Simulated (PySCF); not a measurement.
B(CF3)(H)2 (CH2BF3), SMILES C(F)(F)(F)B. The structure is a stationary point at B3LYP-D3(BJ)/def2-SVP.

Computed equilibrium geometry at B3LYP-D3(BJ)/def2-SVP (PySCF confirms it by a frequency run) as a Z-matrix, and its point group:
point group Cs.
```
C
F 1 1.3445
F 1 1.3445 2 106.97
F 1 1.3618 2 107.55 3 115.28
B 1 1.5965 2 114.82 3 -128.65
H 5 1.1991 1 118.51 2 -29.99
H 5 1.1991 6 122.81 1 175.19
```
